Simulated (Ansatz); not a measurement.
Potential energy surface of H₃ (cation, charge +1), singlet: symmetric bend, bond length relaxed. Scanned: H-H-H angle. Other coordinates (H-H bond length) were minimised at PBE0/def2-TZVP.

Methods: RKS-PBE/cc-pVTZ = Ansatz (an electronic-structure program) with restricted PBE/cc-pVTZ; RKS-PBE0/cc-pVTZ = restricted PBE0/cc-pVTZ (Ansatz); FCI/cc-pVTZ = full CI/cc-pVTZ, frozen core in Ansatz.

Energies relative to the lowest point of each profile, in kcal/mol; the last columns give the error against full CI:

| a / ° | RKS-PBE/cc-pVTZ | RKS-PBE0/cc-pVTZ | FCI/cc-pVTZ | RKS-PBE/cc-pVTZ − FCI/cc-pVTZ | RKS-PBE0/cc-pVTZ − FCI/cc-pVTZ |
|---|---|---|---|---|---|
| 180 | 38.1 | 40.7 | 40.5 | -2.4 | 0.2 |
| 168.04 | 37.6 | 40.3 | 40.0 | -2.4 | 0.2 |
| 158.77 | 36.7 | 39.2 | 39.0 | -2.3 | 0.2 |
| 148.45 | 34.9 | 37.3 | 37.2 | -2.2 | 0.1 |
| 137.65 | 32.3 | 34.4 | 34.4 | -2.1 | 0.0 |
| 130.19 | 30.0 | 31.9 | 31.9 | -1.9 | 0.0 |
| 120.53 | 26.5 | 28.1 | 28.1 | -1.6 | 0.0 |
| 109.46 | 21.6 | 22.9 | 22.9 | -1.3 | -0.1 |
| 100.14 | 17.0 | 17.9 | 18.0 | -1.0 | -0.1 |
| 90.83 | 12.0 | 12.6 | 12.7 | -0.7 | -0.1 |
| 80.88 | 6.7 | 7.1 | 7.1 | -0.4 | 0.0 |
| 68.63 | 1.5 | 1.6 | 1.6 | -0.1 | 0.0 |
| 60 | 0.0 | 0.0 | 0.0 | 0.0 | 0.0 |

RKS-PBE/cc-pVTZ is furthest from FCI/cc-pVTZ at 180 (-2.4 kcal/mol, below); its mean absolute error over the points is 1.4 kcal/mol.

RKS-PBE0/cc-pVTZ is furthest from FCI/cc-pVTZ at 180 (0.2 kcal/mol, above); its mean absolute error over the points is 0.1 kcal/mol.
